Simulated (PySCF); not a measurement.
Harmonic spectrum computed at PBE0 in the def2-TZVP basis family (core potentials from Rb on, PySCF, no spin–orbit coupling):

| ω (cm⁻¹) | IR (km/mol) |
| --- | --- |
| 82 | 5.8 |
| 384 | 128 |
| 386 | 34.0 |

Q: Which molecule gave it? In each, all ligands are bound to the one heavy central atom.
A. YCl₂⁺ (singlet)
B. ICl₂⁺ (singlet)
C. LaCl₂⁺ (singlet)
D. SbCl₂⁺ (singlet)

A: C. It has C2v symmetry with La–Cl 2.496 Å (×2).
